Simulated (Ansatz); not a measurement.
## Worked example: C3H7Br + BH2(NH2) → C3H9N + BH2Br

Species: C3H7Br `CC(C)Br`, singlet; BH2(NH2), singlet; C3H9N (isopropylamine) `CC(C)N`, singlet; BH2Br `BBr`, singlet. The partners trade Br for NH2: C–Br and B–NH2 bonds give way to C–NH2 and B–Br.

Shapes, held fixed at every level: PBE0-D4/def2-TZVP. Flexible molecules stand in one conformer, not always the lowest. Programs: Ansatz 0.2.0. The zero-point and thermal change to 298 K, harmonic and unscaled (PBE0-D4/def2-TZVP), is -2.0 kJ/mol.

At CCSD(T)/def2-TZVPP; 1 Eh = 2625.50 kJ/mol:

```
 species   energy (Eh)
  C3H7Br  -2691.029986
BH2(NH2)    -81.891559
   C3H9N   -174.187936
   BH2Br  -2598.702326
```

Question: Work out ΔH(298 K) of the reaction at this level.

Answer: 
1. Products less reactants: (-174.187936) + (-2598.702326) − [(-2691.029986) + (-81.891559)] = 0.031283 Eh = +82.1 kJ/mol.
2. With the thermal change: +82.1 + (-2.0) = +80.1 kJ/mol.

Other levels give +68.1 (HF/def2-SVP) to +88.2 kJ/mol (B3LYP-D4/def2-TZVPP). No measured value is set beside it here. Relativity is left out for Br. Outer-core shells of Br are correlated in most correlated rows, in sets that cover them unevenly.
